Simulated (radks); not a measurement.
Question: Species: the promethium ion Pm21+. Configuration: [Kr] 4d4. All-electron calculation, non-relativistic Kohn-Sham, LB94 model potential, spin-polarised, spherical densities, point nucleus; open shells are filled with parallel spins first (spin-orbit coupling, left out, can overturn this in heavy ions); relativity is left out, which matters for an element this heavy. Program: a radial shooting solver on a logarithmic mesh with Libxc functionals. Some entries of the table are withheld. Estimate them.

orbital,occ.,eigenvalue (eV),<r> (bohr),<1/r> (bohr^-1)
1s down,1,-43326.19,0.02486,60.50
1s up,1,-43326.06,0.02486,60.50
2s up,1,-7339.174,0.1060,14.03
2s down,1,-7338.175,0.1060,14.03
2p up,3,-7000.088,0.08995,14.06
2p down,3,-6999.623,0.08993,14.07
3s down,1,-2057.508,0.2742,5.267
3s up,1,-2057.503,0.2740,5.274
3p up,3,-1907.892,0.2635,5.219
3p down,3,-1907.447,0.2637,5.212
3d up,5,-1630.042,0.2344,5.118
3d down,5,-1628.575,0.2346,5.112
4s up,1,-817.2703,0.5855,2.397
4s down,1,-812.6517,0.5846,2.405
4p up,3,-757.5682,0.5912,2.333
4p down,3,-753.0004,0.5902,2.342
4d up,4,(1),0.5977,2.205
4d down,0,(2),0.5963,2.216
5s up,0,-440.2307,1.047,(3)
5s down,0,-437.8473,1.051,(4)
5p up,0,-413.9109,(5),1.302
5p down,0,-411.6803,(6),1.297

Answer: 
(1) 4d up eigenvalue (eV): -651.5672
(2) 4d down eigenvalue (eV): -647.3584
(3) 5s up <1/r> (bohr^-1): 1.338
(4) 5s down <1/r> (bohr^-1): 1.333
(5) 5p up <r> (bohr): 1.072
(6) 5p down <r> (bohr): 1.075
